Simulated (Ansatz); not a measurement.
Cl2F2OW (`[O]=[W]([F])([F])([Cl])[Cl]`). Charge 0, multiplicity 1. W takes the def2 core potential. The geometry is a stationary point of PBE0-D4/def2-TZVP.

```xyz
6

O     0.862    0.037   -1.512
W    -0.011    0.047   -0.090
F    -0.438    1.827    0.216
F    -1.791   -0.066   -0.603
Cl   -0.191   -2.153    0.462
Cl    1.569    0.308    1.527
```

(1) What is the dipole moment at r2SCAN/def2-TZVPP? (An estimate is asked.)

(2) And with PBE, B3LYP, ωB97M-V? (Estimate.)

(3) Give the Mulliken charges with r2SCAN, PBE, B3LYP in def2-TZVPP. (Estimate.)

Results:

(1) Ansatz gave: 0.79 D, with components (0.13, -0.39, 0.68) D in this frame, pointing from negative to positive charge.

(2) The calculation gave: PBE 0.79 D, B3LYP 0.94 D, ωB97M-V 0.80 D.

(3) The calculation gave: 
```tsv
atom	r2SCAN	PBE	B3LYP
O1	-0.28	-0.23	-0.28
W2	1.21	0.99	1.20
F3	-0.27	-0.22	-0.27
F4	-0.27	-0.22	-0.27
Cl5	-0.20	-0.16	-0.18
Cl6	-0.20	-0.16	-0.18
```

B3LYP here is the variant with VWN-RPA as its local correlation; programs differ in this.
